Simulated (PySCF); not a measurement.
Compound: CH7FSi2.
SMILES: `F[SiH2]C[SiH3]`

Torsions of this conformer, `[F:1][SiH2:2][CH2:3][SiH3:4]`: F1–Si2–C3–Si4 -57°.

The closed-shell ground state was solved at several levels (PySCF, density fitting, gas phase, non-relativistic). Isolated species at its PBE0-D3(BJ)/def2-SVP geometry (one conformer only).

| level | basis functions | total energy (Eh) | HOMO (eV) | LUMO (eV) | gap (eV) | dipole (D) |
| --- | --- | --- | --- | --- | --- | --- |
| PBE/pcSseg-2 | 256 | -720.8402 | -7.64 | -0.78 | 6.86 | 1.90 |
| PBE0/pcSseg-1 | 117 | -720.7753 | -8.98 | 0.39 | 9.37 | 1.98 |

Task: What might CAM-B3LYP/def2-SVPD (147 basis functions) give for the same quantities?

Result: Total energy -720.8861 Eh, HOMO -10.30 eV, LUMO 0.95 eV, gap 11.25 eV, dipole 2.02 D.

Task: Over all these levels, which gives the widest orbital gap and which the narrowest?

Result: CAM-B3LYP/def2-SVPD (range-separated hybrid) has the widest, 11.25 eV, and PBE/pcSseg-2 (GGA) the narrowest, 6.86 eV. Functional and basis both differ between the two, so the spread mixes both effects.

Task: How far do the dipole and the HOMO energy spread over the levels?

Result: The dipole runs from 1.90 to 2.02 D (mean 1.96 D) and the HOMO from -10.30 to -7.64 eV.
